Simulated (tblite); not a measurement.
C4H15N2PSi2.
SMILES with atom numbers: `[CH3:1]/[C:2](=[P:3]\[N:4]([SiH3:5])[SiH3:6])[N:7]([CH3:8])[CH3:9]` (hydrogens: H10, H11, H12 on C1; H13, H14, H15 on Si5; H16, H17, H18 on Si6; H19, H20, H21 on C8; H22, H23, H24 on C9)

Computed with GFN2-xTB (tblite), gas phase: L-BFGS steps from a force-field or distance-geometry start until the largest atomic force falls under 0.01 eV/Å.

Step 13: E = -763.4523 eV
```
atom  x, y, z in Å  |  force x, y, z in eV/Å
C1      0.3622    0.8236   -1.6736   -0.009  -0.162   0.238
C2      0.6787    0.1916   -0.3416    0.152  -0.065   0.164
P3     -0.3547   -0.3837    0.8885   -0.167   0.122  -0.063
N4     -1.9822   -0.3499    0.2823    0.011  -0.068   0.050
Si5    -2.8616    1.1211   -0.0240    0.142  -0.053   0.101
Si6    -2.9112   -1.6250    1.0624    0.051   0.021  -0.038
N7      2.0453    0.2040   -0.0313    0.018  -0.049   0.086
C8      2.4485    0.2032    1.3599    0.041   0.020  -0.001
C9      2.9839   -0.4905   -0.8928   -0.078   0.093  -0.011
H10     0.0565    1.8598   -1.5185    0.112  -0.009   0.003
H11    -0.4582    0.3355   -2.1922    0.006  -0.173   0.044
H12     1.2675    0.8115   -2.2762   -0.172   0.095  -0.164
H13    -3.7265    0.8506   -1.1608   -0.036  -0.022  -0.140
H14    -1.9006    2.1880   -0.2439    0.059   0.098  -0.066
H15    -3.6460    1.4237    1.1685   -0.144   0.166   0.059
H16    -2.0401   -2.8044    1.1404   -0.103   0.126  -0.015
H17    -4.0903   -1.8463    0.2224    0.082   0.017   0.044
H18    -3.2929   -1.1323    2.3974   -0.018  -0.205  -0.084
H19     3.4859   -0.1119    1.4365    0.099   0.143  -0.034
H20     1.8674   -0.4632    2.0012   -0.065  -0.092  -0.129
H21     2.3551    1.2189    1.7439   -0.041   0.034   0.108
H22     2.5108   -0.8199   -1.8137   -0.039  -0.008  -0.013
H23     3.8018    0.1904   -1.1418    0.129  -0.085  -0.027
H24     3.3889   -1.3749   -0.3852   -0.030   0.056  -0.114
```

Step 14: E = -763.4668 eV
```
atom  x, y, z in Å  |  force x, y, z in eV/Å
C1      0.3615    0.8146   -1.6646   -0.087  -0.084   0.068
C2      0.6747    0.1855   -0.3314    0.132  -0.001   0.011
P3     -0.3655   -0.3701    0.9010   -0.026   0.080   0.041
N4     -1.9858   -0.3463    0.2889    0.031  -0.045   0.028
Si5    -2.8540    1.1284   -0.0207    0.011  -0.059   0.012
Si6    -2.9082   -1.6269    1.0638   -0.014   0.017  -0.043
N7      2.0402    0.2054   -0.0310    0.072  -0.134   0.100
C8      2.4473    0.2011    1.3543    0.081   0.024   0.180
C9      2.9781   -0.4875   -0.8915    0.011   0.004  -0.095
H10     0.0551    1.8537   -1.5141    0.135  -0.063   0.017
H11    -0.4619    0.3313   -2.1865    0.032  -0.173   0.080
H12     1.2624    0.8065   -2.2792   -0.223   0.065  -0.056
H13    -3.7117    0.8357   -1.1639    0.002   0.026  -0.072
H14    -1.8931    2.1943   -0.2500    0.045   0.081  -0.050
H15    -3.6484    1.4367    1.1658   -0.116   0.162   0.033
H16    -2.0324   -2.8042    1.1305   -0.115   0.134  -0.006
H17    -4.0816   -1.8359    0.2098    0.094   0.003   0.078
H18    -3.2970   -1.1437    2.4026   -0.001  -0.218  -0.122
H19     3.4904   -0.0993    1.4306    0.051   0.123  -0.043
H20     1.8725   -0.4693    2.0010   -0.031  -0.085  -0.183
H21     2.3455    1.2138    1.7417   -0.052   0.078   0.133
H22     2.5129   -0.8166   -1.8162   -0.077   0.015  -0.023
H23     3.7987    0.1910   -1.1374    0.123  -0.058  -0.022
H24     3.3884   -1.3784   -0.3956   -0.080   0.107  -0.067
```

**Question.** Estimate the geometry and energy of step 15. (The exact step hangs on the optimiser's Hessian estimate; all steps are aligned on step 14, rigid shifts and turns removed.)

**Answer.** E = -763.4816 eV, largest force 0.291 eV/Å
```
atom  x, y, z in Å  |  force x, y, z in eV/Å
C1      0.3596    0.8044   -1.6546   -0.124  -0.001  -0.109
C2      0.6735    0.1795   -0.3210    0.069   0.047  -0.104
P3     -0.3759   -0.3557    0.9130    0.140   0.039   0.151
N4     -1.9887   -0.3439    0.2951    0.043   0.012  -0.014
Si5    -2.8468    1.1342   -0.0172   -0.124  -0.017  -0.070
Si6    -2.9056   -1.6284    1.0641   -0.068   0.015  -0.048
N7      2.0373    0.2043   -0.0286    0.112  -0.157   0.081
C8      2.4479    0.2002    1.3520    0.095   0.028   0.274
C9      2.9731   -0.4840   -0.8919    0.100  -0.065  -0.146
H10     0.0566    1.8469   -1.5096    0.118  -0.104   0.043
H11    -0.4647    0.3234   -2.1794    0.032  -0.165   0.122
H12     1.2530    0.8035   -2.2839   -0.225   0.015   0.036
H13    -3.6982    0.8228   -1.1682    0.052   0.074   0.014
H14    -1.8854    2.2017   -0.2567    0.004   0.029  -0.026
H15    -3.6531    1.4520    1.1638   -0.059   0.141  -0.028
H16    -2.0277   -2.8014    1.1214   -0.089   0.096   0.002
H17    -4.0720   -1.8264    0.1999    0.066  -0.015   0.077
H18    -3.3008   -1.1588    2.4051    0.002  -0.206  -0.114
H19     3.4961   -0.0850    1.4245    0.016   0.097  -0.027
H20     1.8760   -0.4770    1.9969    0.015  -0.077  -0.192
H21     2.3357    1.2106    1.7428   -0.060   0.085   0.143
H22     2.5130   -0.8134   -1.8190   -0.107   0.050  -0.030
H23     3.7988    0.1900   -1.1342    0.094  -0.028  -0.025
H24     3.3866   -1.3797   -0.4067   -0.101   0.106  -0.011
```

The energy changes by -0.0148 eV. The first-order estimate −F·Δx gives -0.0199 eV and the mean of the old and new forces, exact on a quadratic surface, -0.0148 eV. The step makes an angle of 63° with the force vector and moves no atom by more than 0.021 Å.
